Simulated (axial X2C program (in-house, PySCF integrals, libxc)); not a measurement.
## Worked dissociation energy of NaGa: PW91, without spin–orbit coupling

Computed with an axial X2C code built on PySCF integrals. Spin-free means the one-electron spin-free X2C Hamiltonian. Basis: Ga dyall-cv3z [9s9p7d4f1g], Na dyall-cv3z [9s8p5d2f] (cores contracted in-house); Gaussian nuclei, density fitting, unrestricted open shells. Masses: Ga 68.926 u, Na 22.990 u.

Molecular state: M_S = 0, Λ = 0 (closed shell).

```
E(Ga) (2M_S = 1, M_L = 0) : -1944.078454 hartree
E(Na) (2M_S = 1, M_L = 0) : -162.476661 hartree
E(NaGa) at Re             : -2106.586401 hartree
ωe                        : 151.7 cm⁻¹
```

(1) Work out De and D0.

The state is one determinant whose occupation by symmetry is held fixed; it was picked as the lowest of a PBE0 search that is not exhaustive. The closed shell is kept restricted, so the energy runs too high when the bond is stretched far. De is counted from the lowest determinant-based energies of the atoms at the same level, without counterpoise correction. Other states lie close and PBE0, whose exact exchange favours high spin, may order them wrongly; the determinant shown need not be the ground state. The nearest other spin-free determinant of the search, M_S = 1, Λ = 1, lies 0.21 eV up at the distance of the search. Spin-free De lacks the spin–orbit lowering of the heavy p-block atom, a tenth of an eV or more for 4p and 5p, up to an eV for 6p and one to two eV for 7p atoms, less what an open-shell molecule gains itself.

Each atomic determinant is the lowest at this level and need not be a pure term. Totals compare only within one Hamiltonian and basis.

Answers

(1) De = -1944.078454 + (-162.476661) − (-2106.586401) = 0.03129 hartree = 0.851 eV. The zero-point energy is ωe/2 = 76 cm⁻¹ = 0.009 eV, so D0 = 0.842 eV.
